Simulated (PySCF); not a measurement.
## How the method moves the HOMO and LUMO of `CO[Si@H](Cl)CCl`

Compound: C2H6Cl2OSi.
Geometry (PBE0-D3(BJ)/def2-SVP, Å), atoms numbered from 1 in this order:
```
atom  x, y, z in Å
C1    -1.5787    0.3534    0.0895
O2    -0.2355    0.6697   -0.1689
Si3    0.7281    1.6332    0.7496
Cl4    0.0266    3.5849    0.6879
C5     2.4293    1.6180   -0.0265
Cl6    3.1811    0.0148    0.2267
H7    -1.9029   -0.4094   -0.6330
H8    -2.2279    1.2388   -0.0225
H9    -1.7174   -0.0541    1.1069
H10    0.7421    1.2113    2.1738
H11    2.3644    1.8085   -1.1077
H12    3.0797    2.3826    0.4220
```

Basis pcSseg-1 throughout (PySCF), one geometry. Isolated species at its PBE0-D3(BJ)/def2-SVP geometry (one conformer only).

Problem. How do the orbital energies, the gap and the dipole change with the method?

Solution. 
```
   method                    kind  HOMO (eV)  LUMO (eV)  gap (eV)  μ (D)  SCF cycles
     BLYP                     GGA      -6.75      -0.73      6.02   1.09          15
      PBE                     GGA      -6.91      -0.91      6.00   1.09          15
    B97-D                     GGA      -6.93      -0.80      6.13   1.11          14
     OPBE                     GGA      -6.93      -0.82      6.11   1.07          15
      KT2                     GGA      -7.03      -1.06      5.97   1.11          15
      LDA                     LDA      -7.03      -1.16      5.87   1.13          15
     BP86                     GGA      -7.03      -1.02      6.01   1.12          15
      KT3                     GGA      -7.04      -0.96      6.09   1.07          14
    B3LYP           global hybrid      -8.05      -0.08      7.97   1.16          13
    B97-2           global hybrid      -8.08       0.07      8.15   1.16          13
     PBE0           global hybrid      -8.32       0.12      8.45   1.16          12
 mPW1PW91           global hybrid      -8.36       0.12      8.48   1.18          12
BHandHLYP           global hybrid      -9.57       1.28     10.86   1.24          12
CAM-B3LYP  range-separated hybrid      -9.68       1.33     11.01   1.20          12
  wB97X-D  range-separated hybrid     -10.24       1.91     12.15   1.21          13
  LC-wPBE  range-separated hybrid     -11.11       2.54     13.65   1.23          14
       HF            Hartree–Fock     -11.57       3.92     15.49   1.36          10
```

The HOMO spans 4.82 eV, from BLYP down to HF, and the gap runs from 5.87 eV (LDA) to 15.49 eV (HF). Over the methods BLYP (0 %), PBE (0 %), B97-D (0 %), OPBE (0 %), KT2 (0 %), LDA (0 %), BP86 (0 %), KT3 (0 %), B3LYP (20 %), B97-2 (21 %), PBE0 (25 %), mPW1PW91 (25 %), BHandHLYP (50 %), HF (100 %), a straight line through the gap against the share of exact exchange rises by 0.95 eV for each 10 % (correlation coefficient 1.000). The dipole ranges from 1.07 D (KT3) to 1.36 D (HF). This basis has no diffuse functions.
